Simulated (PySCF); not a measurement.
Computed with PBE-D3(BJ)/def2-TZVP // B3LYP-D3(BJ)/def2-SVP (PySCF 2.14.0). All species are isolated molecules in the gas phase. One relaxed conformer stands for a flexible species; it need not be the lowest. Excitations are Tamm–Dancoff values on a coarser integration grid. The basis has no diffuse functions, so Rydberg states are missing or too high.

Reference species (SMILES): `[Si](OC)(OC)(OC)OC` (neutral, multiplicity 1).

The S1 excitation (TDA) is 6.67 eV and the S1–T1 gap (TDA) comes out as 0.15 eV. The T1 excitation (TDA) comes out as 6.52 eV.

Changed species: `CC[Si](OC)(OC)OC` (1 of 4 OCH3 replaced by C2H5; the reference has 0 of 4 OCH3 replaced by C2H5).

### Question
What does the change do to the S1 excitation (TDA), S1–T1 gap (TDA) and T1 excitation (TDA)?

### Answer
the S1 excitation (TDA) drops by 0.11 eV, to 6.56 eV; the S1–T1 gap (TDA) falls by 0.03 eV, to 0.12 eV; the T1 excitation (TDA) falls by 0.08 eV, to 6.44 eV.
